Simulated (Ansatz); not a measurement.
Ansatz (an electronic-structure program) input (B3LYP-D3(BJ)/def2-TZVP):

Ansatz 0.2 input:
```yaml
crystal:
  periodic: [false, false, false]
  atoms:
    - {symbol: C, position_ang: [2.47018666, 0.45533333, 0.02451573]}
    - {symbol: C, position_ang: [1.36594887, -0.45705009, 0.58493225]}
    - {symbol: C, position_ang: [0.05813066, 0.24627431, 0.71957847]}
    - {symbol: C, position_ang: [-1.07020836, 0.05161598, -0.07262310]}
    - {symbol: C, position_ang: [-1.05691083, -0.98473684, -1.17427432]}
    - {symbol: C, position_ang: [-2.21442066, 0.79625672, 0.13307489]}
    - {symbol: H, position_ang: [3.42456902, -0.07281054, -0.02681124]}
    - {symbol: H, position_ang: [2.60460838, 1.33662474, 0.65466521]}
    - {symbol: H, position_ang: [2.21494388, 0.80073440, -0.97875778]}
    - {symbol: H, position_ang: [1.68492730, -0.81999647, 1.56879939]}
    - {symbol: H, position_ang: [1.26868556, -1.33737250, -0.05217027]}
    - {symbol: H, position_ang: [0.00015570, 1.01364897, 1.48616416]}
    - {symbol: H, position_ang: [-0.90759067, -1.98946834, -0.77307924]}
    - {symbol: H, position_ang: [-0.25190149, -0.79830659, -1.88802187]}
    - {symbol: H, position_ang: [-1.99840560, -0.97961731, -1.72165785]}
    - {symbol: H, position_ang: [-2.25876602, 1.54406849, 0.91414705]}
    - {symbol: H, position_ang: [-3.09758417, 0.65633490, -0.47450131]}
basis:
  gaussian:
    orbitals: def2-TZVP
hamiltonian:
  xc: b3lyp
  dispersion: d3bj
magnetization: {spin_polarized: true, initial_magnetization: 1}
phonons: {temperatures: {t_min: 298.15, t_max: 298.15, t_step: 100}}
```

Output:

```
Functional definition: B3LYP
integrals: 0.19 GiB planned
1564 factors; their error is unknown
0.36 GiB of the device are held for the grids
1.51 GiB of device memory are held for the factors and their scratch space
mean field: 1.78 GiB planned
mean field evaluation 1: about -6387.4269 eV, gradient 5.6e1 eV
mean field evaluation 2: about -6378.6093 eV, gradient 6.8e1 eV
mean field evaluation 4: about -6402.7254 eV, gradient 5.9e0 eV
mean field evaluation 8: about -6402.8960 eV, gradient 2.1e-1 eV
mean field evaluation 16: about -6402.8623 eV, gradient 9.3e-4 eV
mean field -6402.86226720 eV, -235.3008483036 hartree, gradient 7.8e-5 eV, S^2 0.776627; 0 other end points of the search recorded, 0 dependent functions left out
the calculation of the forces begins
reference -6402.86259028 eV, -235.3008601768 hartree; 24, 23 occupied and 228, 229 virtual orbitals, 1564 factors
these checks for a lower state are left out or cut short: stability, starts, cluster_reference, orbital_swaps, neighbouring_geometries, increment
integrals: 0.19 GiB planned
1564 factors; their error is unknown
0.36 GiB of the device are held for the grids
1.51 GiB of device memory are held for the factors and their scratch space
mean field: 1.78 GiB planned
mean field -6402.86218022 eV, -235.3008451071 hartree, gradient 1.9e-6 eV, S^2 0.776623; 0 other end points of the search recorded, 0 dependent functions left out
the calculation of the forces begins
reference -6402.86250325 eV, -235.3008569785 hartree; 24, 23 occupied and 228, 229 virtual orbitals, 1564 factors
these checks for a lower state are left out or cut short: stability, starts, cluster_reference, orbital_swaps, neighbouring_geometries, increment
integrals: 0.19 GiB planned
1564 factors; their error is unknown
0.36 GiB of the device are held for the grids
1.51 GiB of device memory are held for the factors and their scratch space
mean field: 1.78 GiB planned
mean field evaluation 32: about -6402.8620 eV, gradient 6.3e-3 eV
mean field -6402.86204995 eV, -235.3008403200 hartree, gradient 1.9e-6 eV, S^2 0.776629; 0 other end points of the search recorded, 0 dependent functions left out
the calculation of the forces begins
reference -6402.86237308 eV, -235.3008521949 hartree; 24, 23 occupied and 228, 229 virtual orbitals, 1564 factors
these checks for a lower state are left out or cut short: stability, starts, cluster_reference, orbital_swaps, neighbouring_geometries, increment
integrals: 0.19 GiB planned
1564 factors; their error is unknown
0.36 GiB of the device are held for the grids
1.51 GiB of device memory are held for the factors and their scratch space
mean field: 1.77 GiB planned
mean field -6402.86212235 eV, -235.3008429805 hartree, gradient 1.9e-6 eV, S^2 0.776619; 0 other end points of the search recorded, 0 dependent functions left out
the calculation of the forces begins
reference -6402.86244539 eV, -235.3008548520 hartree; 24, 23 occupied and 228, 229 virtual orbitals, 1564 factors
these checks for a lower state are left out or cut short: stability, starts, cluster_reference, orbital_swaps, neighbouring_geometries, increment
integrals: 0.19 GiB planned
1564 factors; their error is unknown
0.36 GiB of the device are held for the grids
1.51 GiB of device memory are held for the factors and their scratch space
mean field: 1.78 GiB planned
mean field -6402.86209566 eV, -235.3008419997 hartree, gradient 1.9e-6 eV, S^2 0.776633; 0 other end points of the search recorded, 0 dependent functions left out
[...]
reference -6402.86259840 eV, -235.3008604749 hartree; 24, 23 occupied and 228, 229 virtual orbitals, 1564 factors
these checks for a lower state are left out or cut short: stability, starts, cluster_reference, orbital_swaps, neighbouring_geometries, increment
integrals: 0.19 GiB planned
1564 factors; their error is unknown
0.36 GiB of the device are held for the grids
1.51 GiB of device memory are held for the factors and their scratch space
mean field: 1.77 GiB planned
mean field -6402.86223292 eV, -235.3008470440 hartree, gradient 1.9e-6 eV, S^2 0.776631; 0 other end points of the search recorded, 0 dependent functions left out
the calculation of the forces begins
reference -6402.86255603 eV, -235.3008589178 hartree; 24, 23 occupied and 228, 229 virtual orbitals, 1564 factors
these checks for a lower state are left out or cut short: stability, starts, cluster_reference, orbital_swaps, neighbouring_geometries, increment
integrals: 0.19 GiB planned
1564 factors; their error is unknown
0.36 GiB of the device are held for the grids
1.51 GiB of device memory are held for the factors and their scratch space
mean field: 1.78 GiB planned
mean field evaluation 672: about -6402.8940 eV, gradient 4.7e-1 eV
mean field -6402.86219156 eV, -235.3008455240 hartree, gradient 1.9e-6 eV, S^2 0.776621; 0 other end points of the search recorded, 0 dependent functions left out
the calculation of the forces begins
reference -6402.86251462 eV, -235.3008573963 hartree; 24, 23 occupied and 228, 229 virtual orbitals, 1564 factors
these checks for a lower state are left out or cut short: stability, starts, cluster_reference, orbital_swaps, neighbouring_geometries, increment
integrals: 0.19 GiB planned
1564 factors; their error is unknown
0.36 GiB of the device are held for the grids
1.51 GiB of device memory are held for the factors and their scratch space
mean field: 1.78 GiB planned
mean field -6402.86221764 eV, -235.3008464825 hartree, gradient 1.9e-6 eV, S^2 0.776630; 0 other end points of the search recorded, 0 dependent functions left out
the calculation of the forces begins
reference -6402.86254077 eV, -235.3008583573 hartree; 24, 23 occupied and 228, 229 virtual orbitals, 1564 factors
these checks for a lower state are left out or cut short: stability, starts, cluster_reference, orbital_swaps, neighbouring_geometries, increment
integrals: 0.19 GiB planned
1564 factors; their error is unknown
0.36 GiB of the device are held for the grids
1.51 GiB of device memory are held for the factors and their scratch space
mean field: 1.78 GiB planned
mean field -6402.86219718 eV, -235.3008457304 hartree, gradient 1.9e-6 eV, S^2 0.776623; 0 other end points of the search recorded, 0 dependent functions left out
the calculation of the forces begins
reference -6402.86252022 eV, -235.3008576019 hartree; 24, 23 occupied and 228, 229 virtual orbitals, 1564 factors
these checks for a lower state are left out or cut short: stability, starts, cluster_reference, orbital_swaps, neighbouring_geometries, increment
integrals: 0.19 GiB planned
1564 factors; their error is unknown
0.36 GiB of the device are held for the grids
1.51 GiB of device memory are held for the factors and their scratch space
mean field: 1.78 GiB planned
mean field -6402.86215914 eV, -235.3008443325 hartree, gradient 1.9e-6 eV, S^2 0.776620; 0 other end points of the search recorded, 0 dependent functions left out
the calculation of the forces begins
reference -6402.86248219 eV, -235.3008562043 hartree; 24, 23 occupied and 228, 229 virtual orbitals, 1564 factors
these checks for a lower state are left out or cut short: stability, starts, cluster_reference, orbital_swaps, neighbouring_geometries, increment
integrals: 0.19 GiB planned
1564 factors; their error is unknown
0.36 GiB of the device are held for the grids
1.51 GiB of device memory are held for the factors and their scratch space
mean field: 1.78 GiB planned
mean field evaluation 704: about -6402.8622 eV, gradient 6.3e-3 eV
mean field -6402.86222114 eV, -235.3008466110 hartree, gradient 1.9e-6 eV, S^2 0.776633; 0 other end points of the search recorded, 0 dependent functions left out
the calculation of the forces begins
reference -6402.86254426 eV, -235.3008584854 hartree; 24, 23 occupied and 228, 229 virtual orbitals, 1564 factors
these checks for a lower state are left out or cut short: stability, starts, cluster_reference, orbital_swaps, neighbouring_geometries, increment
integrals: 0.19 GiB planned
1564 factors; their error is unknown
0.36 GiB of the device are held for the grids
1.51 GiB of device memory are held for the factors and their scratch space
mean field: 1.78 GiB planned
mean field -6402.86226982 eV, -235.3008483999 hartree, gradient 1.9e-6 eV, S^2 0.776628; 0 other end points of the search recorded, 0 dependent functions left out
the calculation of the forces begins
reference -6402.86259287 eV, -235.3008602719 hartree; 24, 23 occupied and 228, 229 virtual orbitals, 1564 factors
these checks for a lower state are left out or cut short: stability, starts, cluster_reference, orbital_swaps, neighbouring_geometries, increment
integrals: 0.19 GiB planned
1564 factors; their error is unknown
0.36 GiB of the device are held for the grids
1.51 GiB of device memory are held for the factors and their scratch space
mean field: 1.78 GiB planned
mean field -6402.86224037 eV, -235.3008473176 hartree, gradient 1.9e-6 eV, S^2 0.776625; 0 other end points of the search recorded, 0 dependent functions left out
the calculation of the forces begins
reference -6402.86256348 eV, -235.3008591918 hartree; 24, 23 occupied and 228, 229 virtual orbitals, 1564 factors
these checks for a lower state are left out or cut short: stability, starts, cluster_reference, orbital_swaps, neighbouring_geometries, increment
integrals: 0.19 GiB planned
1564 factors; their error is unknown
0.36 GiB of the device are held for the grids
1.51 GiB of device memory are held for the factors and their scratch space
mean field: 1.78 GiB planned
mean field -6402.86222493 eV, -235.3008467501 hartree, gradient 1.9e-6 eV, S^2 0.776625; 0 other end points of the search recorded, 0 dependent functions left out
the calculation of the forces begins
reference -6402.86254801 eV, -235.3008586232 hartree; 24, 23 occupied and 228, 229 virtual orbitals, 1564 factors
these checks for a lower state are left out or cut short: stability, starts, cluster_reference, orbital_swaps, neighbouring_geometries, increment
integrals: 0.19 GiB planned
1564 factors; their error is unknown
0.36 GiB of the device are held for the grids
1.51 GiB of device memory are held for the factors and their scratch space
mean field: 1.77 GiB planned
mean field -6402.86222759 eV, -235.3008468482 hartree, gradient 1.9e-6 eV, S^2 0.776628; 0 other end points of the search recorded, 0 dependent functions left out
the calculation of the forces begins
reference -6402.86255068 eV, -235.3008587214 hartree; 24, 23 occupied and 228, 229 virtual orbitals, 1564 factors
Total energy: -6403.47315529 eV, -235.3232980270 hartree
Atom 0 at     2.470187     0.455333     0.024516 Å, force    -0.000097    -0.000493     0.000072 eV/Å
Atom 1 at     1.365949    -0.457050     0.584932 Å, force    -0.000566     0.000266     0.000008 eV/Å
Atom 2 at     0.058131     0.246274     0.719578 Å, force     0.000749    -0.000200    -0.000332 eV/Å
Atom 3 at    -1.070208     0.051616    -0.072623 Å, force    -0.000459    -0.000200    -0.000067 eV/Å
Atom 4 at    -1.056911    -0.984737    -1.174274 Å, force    -0.000259     0.000078    -0.000184 eV/Å
Atom 5 at    -2.214421     0.796257     0.133075 Å, force    -0.000471    -0.000491     0.000588 eV/Å
Atom 6 at     3.424569    -0.072811    -0.026811 Å, force    -0.000109    -0.000185     0.000041 eV/Å
Atom 7 at     2.604608     1.336625     0.654665 Å, force    -0.000022     0.000317    -0.000035 eV/Å
Atom 8 at     2.214944     0.800734    -0.978758 Å, force     0.000111     0.000368     0.000015 eV/Å
Atom 9 at     1.684927    -0.819996     1.568799 Å, force     0.000059    -0.000041     0.000030 eV/Å
Atom 10 at     1.268686    -1.337373    -0.052170 Å, force     0.000140    -0.000246    -0.000092 eV/Å
Atom 11 at     0.000156     1.013649     1.486164 Å, force    -0.000009     0.000181     0.000078 eV/Å
Atom 12 at    -0.907591    -1.989468    -0.773079 Å, force     0.000383     0.000178     0.000269 eV/Å
Atom 13 at    -0.251901    -0.798307    -1.888022 Å, force     0.000212    -0.000007    -0.000087 eV/Å
Atom 14 at    -1.998406    -0.979617    -1.721658 Å, force     0.000013     0.000021     0.000074 eV/Å
Atom 15 at    -2.258766     1.544068     0.914147 Å, force     0.000265     0.000260    -0.000036 eV/Å
Atom 16 at    -3.097584     0.656335    -0.474501 Å, force     0.000061     0.000195    -0.000343 eV/Å
Dipole moment:     0.109783    -0.069928    -0.027554 e Å
Vibrations: 22.12 127.02 145.25 212.62 293.64 367.97 442.56 486.72 522.07 565.27 748.74 770.42 801.82 838.16 910.84 983.10 1010.08 1050.44 1061.02 1084.60 1167.33 1276.69 1296.32 1341.45 1385.69 1404.94 1420.32 1464.84 1485.36 1493.03 1495.79 1502.54 1508.55 1523.65 3002.42 3028.98 3035.51 3070.18 3083.66 3093.29 3098.74 3114.22 3134.67 3147.22 3236.55 cm⁻¹, zero-point energy 4.107373 eV
```

It need not be the lowest isomer of its formula.
